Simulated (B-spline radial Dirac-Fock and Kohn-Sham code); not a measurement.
ΔSCF core binding energies without Breit or QED terms, calculated with a radial finite-basis atomic code.

A sound run for silver as Ag⁶⁺, [Kr] 4d5: The ground state converged in 10 iterations, with total energy -5304.99839 Ha, virial ratio 1.95531 and highest orbital energy -104.36 eV. ΔSCF binding energies: K (1s) 25707.6 eV, L3 (2p3/2) 3474.1 eV, M5 (3d5/2) 481.3 eV.

A second run, with one unsound setting: The ground state converged in 10 iterations, with total energy -4992.38507 Ha, virial ratio 2.05357 and highest orbital energy -105.30 eV. ΔSCF binding energies: K (1s) 22112.1 eV, L3 (2p3/2) 3499.9 eV, M5 (3d5/2) 487.1 eV.

```
iter   energy (Ha)        error
   1    -4979.19002909  2.04e+00
   2    -4990.37609156  4.41e-01
   3    -4992.19455307  1.16e-01
   4    -4992.36592606  3.83e-02
   5    -4992.38246209  1.61e-02
   6    -4992.38504678  1.64e-03
   7    -4992.38507145  1.14e-04
   8    -4992.38507155  1.68e-05
   9    -4992.38507156  8.30e-07
  10    -4992.38507156  3.88e-08
```

Q: Which fault fits the second run best?
A. nuclear radius in wrong units
B. damping too heavy
C. tolerance below the noise
D. overfilled shell

A: A. The input had radius_factor = 100.0: radius_factor inflates the nucleus far beyond its size, which weakens the binding of the inner electrons.
